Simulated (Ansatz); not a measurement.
A nudged elastic band was laid between two geometries of AlH6NO + H2O (12 atoms, charge 0, multiplicity 1).

These are results of RKS B3LYP-D4/cc-pVDZ (Ansatz), not measurements.

| Property | Result |
| --- | --- |
| movable images | 9 |
| climbing image | yes |
| spring | 5.0 eV/Å² |
| optimiser | quadratic models (default) |
| start path | through a guess of the saddle point |
| force threshold | 0.03 eV/Å |
| iteration limit | 60 |
| end points | relaxed |

First end point:

```xyz
12
Properties=species:S:1:pos:R:3
Al 0.196 -1.360 0.306
O 0.664 -0.655 -1.284
H -0.828 -2.586 0.207
H 1.383 -1.347 1.378
H -0.521 1.071 0.449
N -0.923 0.240 0.947
H 0.573 1.044 -1.222
O 0.417 1.938 -0.810
H 0.520 -1.161 -2.092
H -0.869 0.412 1.954
H -1.916 0.188 0.704
H 1.304 2.217 -0.536
```

Last end point:

```xyz
12
Properties=species:S:1:pos:R:3
Al 0.072 -1.324 0.468
O 0.863 -0.573 -1.176
H -0.847 -2.486 -0.137
H 1.320 -1.614 1.416
H -0.308 1.393 -0.038
N -0.864 0.236 1.021
H 0.685 0.456 -1.199
O 0.196 1.813 -0.834
H 0.555 -0.955 -2.011
H -0.685 0.513 1.990
H -1.883 0.193 0.931
H 0.896 2.348 -0.431
```

(1) What changes between the two ends?

(2) What energy profile does the band end with?

(3) What is the geometry of the highest image?

(4) What are the harmonic wavenumbers there?

The band took 15 iterations and about 9 core-minutes.

Results:

(1) Bonds broken: H5–N6, H7–O8. Bonds formed: O2–H7, H5–O8.

(2) The forces met the threshold. The highest image is number 7 of 0 to 10, 0.65 eV above the first end and 0.04 eV above the last; the last end lies 0.61 eV above the first. A vibrational analysis at the climbing image gives one clearly imaginary mode, 784i cm⁻¹: a first-order saddle point. The orbitals stay closed-shell, which can raise the energy where a bond breaks towards radicals; this wasn't checked here.

```csv
image,path coordinate (Å),energy (eV),H5–N6 (Å),H7–O8 (Å),O2–H7 (Å)
0,0.00,0.00,1.05,1.00,1.70
1,0.23,0.00,1.05,1.00,1.70
2,0.47,0.01,1.05,1.00,1.69
3,0.70,0.01,1.05,1.00,1.68
4,0.93,0.04,1.06,1.01,1.62
5,1.17,0.16,1.09,1.03,1.49
6,1.40,0.47,1.22,1.12,1.32
7,1.63,0.65,1.43,1.28,1.15
8,1.77,0.63,1.55,1.40,1.08
9,1.92,0.61,1.65,1.48,1.05
10,2.06,0.61,1.66,1.49,1.04
```

(3) 
```xyz
12
Properties=species:S:1:pos:R:3
Al 0.094 -1.324 0.417
O 0.875 -0.541 -1.154
H -0.913 -2.443 -0.125
H 1.284 -1.649 1.427
H -0.362 1.252 0.052
N -0.823 0.287 0.994
H 0.608 0.576 -1.165
O 0.141 1.727 -0.840
H 0.686 -0.951 -2.009
H -0.612 0.566 1.956
H -1.844 0.236 0.939
H 0.870 2.264 -0.493
```

(4) 784i, 66, 241, 348, 375, 435, 476, 493, 550, 570, 587, 656, 676, 737, 776, 818, 827, 911, 1294, 1494, 1569, 1664, 1732, 1812, 1851, 1871, 3470, 3545, 3780, 3823 cm⁻¹.

Time of the run: 4.6 min on 2 threads of Arm Neoverse V2 (shared host), peak memory 0.21 GiB.
